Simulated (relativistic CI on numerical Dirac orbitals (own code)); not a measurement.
**Hyperfine structure of Re⁴¹⁺, mass number 185**

Calculated at this level of theory: Dirac-Coulomb-Breit CI, separate exchange-only KLI orbitals for each configuration, QED by a radiative potential, unscaled Slater integrals (own radial code, finite nucleus).

CI space (outside the closed core [Ar] 3d10): 4s²4p⁴, 4s4p⁵, 4s²4p³4d, 4p⁶, 4s4p⁴4d, 4s²4p³4f, 4s4p⁴4f, 4p⁵4d, 4s4p³4d², 4s²4p²4d4f, 4p⁵4f, 4p⁴4d², 4p³4d³, 4p³4d²4f. Double excitations out of closed p, d and f shells are left out; levels of such configurations are missing from the list, as are those of other unlisted configurations, and high levels can miss mixing partners.

Nuclear spin I = 5/2, μ = 3.176 μN, Q = 2.07 b (tables of Stone and Pyykkö). The electronic factors are computed for point nuclear moments, without core polarisation or the Bohr-Weisskopf and QED corrections.

```
     Level  E (cm⁻¹)  A (GHz)  B (GHz)
4s²4p⁴ ³P2         0     77.6       29
4s²4p⁴ ³P1    798494   -76.25     -128
4s²4p⁴ ¹D2    837020    234.6     -286
4s4p⁵ ³P°2   1652940    463.8     -235
```

Levels with J = 0, under 50 % of one LS term, or S terms without an open s electron are left out. Small factors come from cancelling terms and can be off by tens of per cent or more.

At this charge energies of transitions that change n are usually good to better than 1 %, and those within a shell (Δn = 0) to a few per cent.

Give the hyperfine levels of 4s²4p⁴ ¹D2 relative to its centre of gravity.

With K = F(F + 1) − I(I + 1) − J(J + 1), E = AK/2 + B[¾K(K + 1) − I(I + 1)J(J + 1)]/[2I(2I − 1)J(2J − 1)]: F = 1/2: -1842, F = 3/2: -1362, F = 5/2: -632.4, F = 7/2: 238.7, F = 9/2: 1102 GHz.

LS names give the leading component of a level, which can be under half, so a name can repeat, a term be missing and a line seem to break the LS rules.
